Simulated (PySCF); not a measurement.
A structure optimised at PBE-D3(BJ)/def2-SVP, used in a PySCF frequency run:

```xyz
11

C     -0.9869     2.7715     0.0000
C      0.0244     2.0757     0.0000
C      1.1830     1.2485     0.0000
C      1.1252    -0.1117     0.0000
Si    -0.4896    -1.0627     0.0000
F     -0.1099    -2.6620     0.0000
H     -1.8763     3.3863     0.0000
H      2.1586     1.7700     0.0000
H      2.0776    -0.6711     0.0000
H     -1.2954    -0.7765     1.2339
H     -1.2954    -0.7765    -1.2339
```

Task: Write its SMILES, formula and point group.

Result: C#C/C=C\[SiH2]F, C₄H₅FSi, Cs

Task: What are its rotational constants (standard atomic weights)?

Result: 7.2493, 1.4506, 1.2268 GHz
